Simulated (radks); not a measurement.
Results of a calculation; reference values are marked as such.
Cl+, configuration [Ne] 3s2 3p4 (the NIST ground configuration).

Code: a radial shooting solver on a logarithmic mesh with Libxc functionals. Model: non-relativistic Kohn-Sham, PW91, spin-polarised, spherical densities, point nucleus; open shells are filled with parallel spins first.

Energy parts (eV):
| part | energy |
|---|---|
| total | -12508.111 |
| kinetic | 12493.182 |
| electron-nucleus | -29567.500 |
| Hartree | 5323.432 |
| exchange-correlation | -757.226 |

Orbitals (lengths in bohr, moments of r in powers of bohr; r(max) is where P^2 peaks; r(90%) holds 90 % of the orbital's charge):
| orbital | occ. | eigenvalue (eV) | <r^2> | r(max) | <r> | r(90%) |
|---|---|---|---|---|---|---|
| 1s up | 1 | -2754.606 | 0.01123 | 0.05991 | 0.09142 | 0.163 |
| 1s down | 1 | -2754.246 | 0.01123 | 0.05991 | 0.09141 | 0.163 |
| 2s up | 1 | -263.9112 | 0.2368 | 0.3636 | 0.4464 | 0.698 |
| 2s down | 1 | -263.5692 | 0.2365 | 0.3637 | 0.4462 | 0.698 |
| 2p up | 3 | -204.7281 | 0.2068 | 0.3020 | 0.4074 | 0.676 |
| 2p down | 3 | -204.2545 | 0.2065 | 0.3022 | 0.4073 | 0.676 |
| 3s up | 1 | -32.8966 | 2.561 | 1.271 | 1.490 | 2.24 |
| 3s down | 1 | -30.6618 | 2.605 | 1.271 | 1.500 | 2.26 |
| 3p up | 3 | -20.3618 | 3.374 | 1.387 | 1.692 | 2.62 |
| 3p down | 1 | -18.2735 | 3.539 | 1.393 | 1.727 | 2.69 |

The highest occupied level is 3p down at -18.273 eV. Spin moment in Bohr magnetons: 2. The electron density at the nucleus is 3227 e/bohr^3. The spin density at the nucleus is -0.1062 e/bohr^3 (1s -0.2324, 2s 0.0851, 3s 0.0411), a Fermi contact field of -5.57 T. Virial ratio -V/T = 2.00119. The density falls to 0.001 e/bohr^3 at r = 3.56 bohr. For comparison, the ionisation energy in NIST's Atomic Spectra Database is 23.814 eV (measured). In exact Kohn-Sham theory the highest level is minus the ionisation energy, but local and semilocal functionals leave it too shallow, through self-interaction and a potential that decays too fast; potentials with the right tail come closer.
